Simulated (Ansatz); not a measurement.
```xyz
2

S     0.0000    0.0000   -0.8145
O     0.0000    0.0000    0.8145
```

Basis set: cc-pVTZ on O; cc-pV(T+d)Z on S (spherical functions). Frozen core: 6 orbitals. Correlation on ROHF uses semicanonical orbitals with singles. Charge 0, multiplicity 3.

Computed with Ansatz (development build ahead of 0.2.0); the reference of a correlated method needn't be the lowest determinant of its kind.

Task: Give the atomization energy at this shape (free ground-state atoms in the same class of orbitals less the molecule, no zero-point energy) of triplet SO by ROHF-CCSD(T), UHF-BCCD(T).

Result:

```json
{"method": "ROHF-CCSD(T)", "atomization energy": "4.71 eV"}
{"method": "UHF-BCCD(T)", "atomization energy": "4.70 eV"}
```

Caution: the reference determinant was not shown to be the lowest; the shape is not the minimum.
